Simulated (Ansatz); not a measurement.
`O[B](F)[GeH3]` + dimethylamine → `C[N](C)[GeH3]` + `OBF` at 400 K and 1 bar (cleavage of the Ge–B bond).

Program: Ansatz. Geometries: PBE0-D4/def2-TZVP. ΔE: electronic, gas phase. CCSD(T)/CBS is the MP2 limit (def2-TZVPP, def2-QZVPP) plus CCSD(T) − MP2 in def2-TZVPP, frozen cores. This one scheme is used for every species. For Ge outer-core shells are correlated without core-valence functions, which leaves a few kJ/mol of doubt a bond. Scalar relativity is left out up to krypton. Each species was taken in one conformer, which may not be the lowest.

| species | CCSD(T)/CBS energy (Eh) | H − E (kJ/mol) | S (J/(mol·K)) |
| --- | --- | --- | --- |
| `O[B](F)[GeH3]` | -2278.38102 | 146.6 | 358.0 |
| `CNC` | -135.00321 | 264.6 | 293.2 |
| `C[N](C)[GeH3]` | -2212.31524 | 308.5 | 371.9 |
| `OBF` | -201.07426 | 96.4 | 268.5 |

H − E and S are ideal-gas, rigid-rotor, harmonic terms from PBE0-D4/def2-TZVP, for one conformer and one mirror image of each species. 1 Eh = 2625.50 kJ/mol, R = 8.31446 J/(mol·K).

Question: By hand: ΔE, ΔH, ΔS and ΔG.

Answer: ΔE = (-2212.31524) + (-201.07426) − (-2278.38102) − (-135.00321) = -0.00527 Eh = -13.8 kJ/mol. Δ(H − E) = 308.5 + 96.4 − 146.6 − 264.6 = -6.3, so ΔH = -20.1 kJ/mol. ΔS = 371.9 + 268.5 − 358.0 − 293.2 = -10.8 J/(mol·K). ΔG = -20.1 − 400 × (-10.8)/1000 = -15.8 kJ/mol.

Question: By hand: the equilibrium constant, and the temperature at which ΔG would vanish if ΔH and ΔS stayed fixed.

Answer: log₁₀ K = −ΔG/(RT ln 10) = 2.1. ΔG = 0 at ΔH/ΔS = 1861 K, though so small a ΔS makes that figure unsure.

The number of gas molecules stays the same, so ΔS is small and ΔH decides. A doubt of 5 kJ/mol in ΔE shifts log₁₀ K by 0.7 here. Other conformers and mirror images would add mixing entropy, several J/(mol·K) or more a flexible species. These are equilibria of isolated gas molecules and say nothing of rates. Largest T1 diagnostic: 0.013 (customary marks: 0.02 for closed shells, 0.045 for open ones).
